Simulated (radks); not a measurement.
Numerical settings for the platinum ion Pt2+, [Xe] 4f14 5d8. Calculated with a radial shooting solver on a logarithmic mesh with Libxc functionals: scalar-relativistic Kohn-Sham, r2SCAN, spin-polarised, spherical densities, finite nucleus; open shells are filled with parallel spins first (spin-orbit coupling, left out, can overturn this in heavy ions); meta-GGA in the generalised Kohn-Sham scheme; Fermi nuclear charge, rms radius 5.427 fm. The defaults (mesh step 0.008 in ln r, mesh end at 40 bohr or more with all orbitals vanishing there, Anderson mixing 0.5 over 9 steps, residual threshold near 1e-9 with the energy settled to 1e-9 hartree or 1e-11 of itself, here a cap of 96 iterations) give E = -18410.715 hartree and 5d at -25.065 eV in 11 iterations. Run on one thread of a shared host, so times are rough (Intel(R) Xeon(R) Platinum 8488C): 0.34 s of CPU time, 0.34 s wall, 11 iterations on 2254 mesh points. Changes against that run (0 stands for a change within the tolerance of the run):

| setting | iterations | converged | E (mhartree) | e(5d) (meV) | CPU (s) |
|---|---|---|---|---|---|
| mesh step in ln r 0.03 | 11 | yes | -0.566 | 0 | 0.12 |
| mesh step in ln r 0.005 | 11 | yes | 0 | 0 | 0.65 |
| mesh step in ln r 0.012 | 11 | yes | 0 | 0 | 0.28 |
| mesh end (bohr) 1 | 10 | level above zero | +2.36e+05 | +5.79e+05 | 0.31 |
| mesh end (bohr) 400 | 11 | yes | 0 | 0 | 0.35 |
| residual threshold 1e-05 | 10 | yes | 0 | -0.0503 | 0.23 |
| residual threshold 0.1 | 10 | yes | 0 | -0.0503 | 0.22 |
| mixing 1 | 10 | yes | 0 | -0.0419 | 0.23 |
| linear mixing, mixing 0.8 | 96 | no | +6.18 | +326 | 2.9 |
| linear mixing, mixing 0.5 | 22 | yes | +0.00165 | -0.0687 | 0.4 |
| mixing history 3 | 12 | yes | 0 | +0.0409 | 0.35 |
| iteration cap 2 | 2 | no | +4.9e+03 | -2.85e+04 | 0.08 |

Settled on a wrong energy, with an occupied level pushed above zero by the early mesh end: mesh end (bohr) 1 (+236 hartree). Apart from these: no run marked as converged misses the energy by more than 1 mhartree. A mesh that ends early acts as a hard wall.
